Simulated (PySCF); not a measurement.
Al(OH)(PH2)2 (AlH5OP2), SMILES [OH][Al]([PH2])[PH2]. Geometry: B3LYP-D3(BJ)/def2-SVP. The structure was generated by enumeration; whether it is a known compound was not checked. Other conformers were not sampled.

Computed equilibrium geometry at B3LYP-D3(BJ)/def2-SVP (PySCF confirms it by a frequency run) as a Z-matrix (one conformer of several):
```
Al
O 1 1.7071
H 2 0.9611 1 128.50
P 1 2.3335 2 114.79 3 175.02
H 4 1.4301 1 92.44 2 47.82
H 4 1.4308 5 94.30 1 -93.47
P 1 2.3459 2 121.63 3 3.30
H 7 1.4303 1 92.74 2 -140.14
H 7 1.4315 8 94.10 1 -93.52
```
